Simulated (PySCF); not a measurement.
## Chromium: a sound run and one with changed settings

Sound run: Cr²⁺ [Ar] 3d4, Cr³⁺ [Ar] 3d3. Calculation: PySCF 2.14, in aug-cc-pVDZ-DK (7s6p4d2f, 59 functions); the spin-free X2C one-electron Hamiltonian (Gaussian nucleus). In the sound run the correlated levels freeze [Ar]. The sound run starts from symmetry-adapted Hartree-Fock orbitals and uses a fine grid where one is needed.

Changed run: all electrons correlated in a basis built for the valence shell.

| species | method | sound run (hartree) | changed run (hartree) | converged |
| --- | --- | --- | --- | --- |
| Cr²⁺ | MP2 | -1048.91110 | -1049.08901 | yes |
| Cr³⁺ | MP2 | -1047.79066 | -1047.95655 | yes |

Ionisation energy of Cr²⁺:

| method | sound run (eV) | changed run (eV) |
| --- | --- | --- |
| UHF | 29.920 | 29.920 |
| MP2 | 30.489 | 30.816 |
| SCS-MP2 | 30.110 | 30.439 |

A valence basis has no tight correlating functions, so it recovers only part of the core correlation, and not evenly between atom and ion.

For comparison, NIST gives 30.959 ± 0.025 eV between the lowest levels.
